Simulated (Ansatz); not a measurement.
Sn(GeH3)H3 (SnGeH6), 8 atoms. Hardware: 2 threads of Intel Xeon on a shared host.

In the def2 sets Sn takes a core potential; there is no spin–orbit coupling. Correlated methods freeze 13 core orbitals; core or outer-core shells of Sn, Ge are correlated, in sets that lack core-valence functions.

Task: How many basis functions does each of these Ansatz runs have, and roughly what does it cost? BLYP-D4/def2-TZVP, charge 0 singlet, energy, from earlier orbitals; r2SCAN0-D4/def2-TZVP, charge 1 doublet at the geometry of the charge 0 singlet, energy, from earlier orbitals; PBE0-D4/def2-TZVP, charge 0 triplet at the geometry of the charge 0 singlet, energy; BHLYP-D4/def2-TZVP, charge 1 doublet at the geometry of the charge 0 singlet, energy, from earlier orbitals; PBE-QIDH/def2-TZVP, charge 0 singlet, energy, from earlier orbitals; CCSD(T)/def2-TZVPP, charge 0 singlet, energy, from earlier orbitals; LDA (SPW92)/def2-TZVP, charge 0 singlet, energy, from earlier orbitals; PBE-D4/def2-TZVP, charge 0 singlet, energy, from earlier orbitals; ωB97X-V/def2-TZVP, charge 0 singlet, energy and forces, from earlier orbitals; HSE06-D4/def2-TZVP, charge 1 doublet at the geometry of the charge 0 singlet, energy, from earlier orbitals; r2SCAN-D4/def2-TZVP, charge 0 singlet, relaxation, 5 steps; r2SCAN-D4/def2-TZVP, charge 0 singlet, energy and forces, from earlier orbitals.

Result: Other jobs shared the machine, so times can vary by a factor of up to 3. A dash marks memory too small to be measured apart from the calling script's.

| run | functions | fitting or Cholesky vectors | wall time | peak host memory (GiB) |
| --- | --- | --- | --- | --- |
| LDA (SPW92)/def2-TZVP, charge 0 singlet, energy, from earlier orbitals | 134 | 1010 | 3 s | – |
| BLYP-D4/def2-TZVP, charge 0 singlet, energy, from earlier orbitals | 134 | 1010 | 4.1 s | – |
| PBE-D4/def2-TZVP, charge 0 singlet, energy, from earlier orbitals | 134 | 1010 | 4.7 s | – |
| HSE06-D4/def2-TZVP, charge 1 doublet at the geometry of the charge 0 singlet, energy, from earlier orbitals | 134 | 1126 | 10 s | – |
| BHLYP-D4/def2-TZVP, charge 1 doublet at the geometry of the charge 0 singlet, energy, from earlier orbitals | 134 | 1208 | 11 s | – |
| r2SCAN-D4/def2-TZVP, charge 0 singlet, energy and forces, from earlier orbitals | 134 | 1010 | 12 s | – |
| PBE-QIDH/def2-TZVP, charge 0 singlet, energy, from earlier orbitals | 134 | 1104 | 12 s | – |
| PBE0-D4/def2-TZVP, charge 0 triplet at the geometry of the charge 0 singlet, energy | 134 | 1126 | 13 s | – |
| r2SCAN0-D4/def2-TZVP, charge 1 doublet at the geometry of the charge 0 singlet, energy, from earlier orbitals | 134 | 1126 | 16 s | – |
| ωB97X-V/def2-TZVP, charge 0 singlet, energy and forces, from earlier orbitals | 134 | 1085 | 21 s | – |
| r2SCAN-D4/def2-TZVP, charge 0 singlet, relaxation, 5 steps | 134 | 1010 | 33 s | – |
| CCSD(T)/def2-TZVPP, charge 0 singlet, energy, from earlier orbitals | 182 | 1230 | 2.1 min | 1.9 |
